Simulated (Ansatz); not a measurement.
C2H6O2Si⁺, that is Si(OMe)2 with one electron fewer, relaxed as a doublet with UKS PBE-D4/def2-SVP in Ansatz, starting from the PBE-D4/def2-SVP geometry of the neutral singlet. Force threshold 0.02 eV/Å.

Start:

Cartesian coordinates in Å:
```
Si 0.6731 -0.1125 0.2067
O -0.3005 -0.9063 -0.9201
C 0.1253 -2.0176 -1.6846
H 0.0338 -1.7872 -2.7678
H -0.5210 -2.8954 -1.4683
H 1.1830 -2.3099 -1.4821
O -0.4674 1.0370 0.6815
C -0.2229 2.0339 1.6547
H 0.8043 1.9815 2.0875
H -0.9522 1.9350 2.4874
H -0.3555 3.0416 1.2051
```

Problem. Estimate the energy that the relaxation releases and the steps that it takes.

Solution. 0.44 eV, in 6 steps; 12 s on 4 threads of Arm Neoverse V1 on a shared host. No frequencies were taken in this run, so the end may be a saddle point.

Problem. Does the start keep its bonding and symmetry?

Solution. By distances, no bond broke or formed. The bond that changes most is Si1–O2, from 1.69 to 1.62 Å (atoms count from 1). Point group C2v at the start, C2v at the end, both within 0.05 Å; within 0.015 Å the end is C2.

Problem. Predict the relaxed structure.

Solution. 
```xyz
11

Si    0.683   -0.116    0.212
O    -0.076   -1.006   -0.904
C     0.130   -2.132   -1.781
H    -0.046   -1.777   -2.814
H    -0.611   -2.905   -1.504
H     1.157   -2.537   -1.688
O    -0.254    1.062    0.802
C    -0.238    2.150    1.748
H     0.737    2.222    2.269
H    -1.046    1.960    2.479
H    -0.436    3.080    1.182
```
Bond lengths: 2 × O–Si 1.62 Å; 2 × C–O 1.44 Å; 6 × C–H 1.11 Å.
